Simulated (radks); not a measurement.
Species: Sm3+. Configuration: [Xe] 4f4 6s1 (not the ground configuration). All-electron calculation, scalar-relativistic Kohn-Sham, r2SCAN, spin-unpolarised, spherical densities, finite nucleus; meta-GGA in the generalised Kohn-Sham scheme; Fermi nuclear charge, rms radius 5.0819 fm. Program: a radial shooting solver on a logarithmic mesh with Libxc functionals.

Unscreened Slater integrals over Kohn-Sham orbitals (hartree).

F0(6s,6s): 0.28648
F0(6s,4f): 0.37042
G3(6s,4f): 0.016318
F0(6s,5p): 0.34803
G1(6s,5p): 0.030099
F0(6s,5s): 0.35393
G0(6s,5s): 0.018110
F0(4f,4f): 1.0855
F2(4f,4f): 0.51889
F4(4f,4f): 0.32612
F6(4f,4f): 0.23478
F0(4f,5p): 0.70109
F2(4f,5p): 0.24821
G2(4f,5p): 0.12574
G4(4f,5p): 0.098719
F0(4f,5s): 0.77249
G3(4f,5s): 0.14483
F0(5p,5p): 0.58720
F2(5p,5p): 0.31894
F0(5p,5s): 0.62158
G1(5p,5s): 0.42054
F0(5s,5s): 0.66498

Derived for the open shells (J is the average intra-shell exchange parameter used in DFT+U). 4f: F4/F2 = 0.629, F6/F2 = 0.452, J = (286 F2 + 195 F4 + 250 F6)/6435 = 0.04207 hartree.
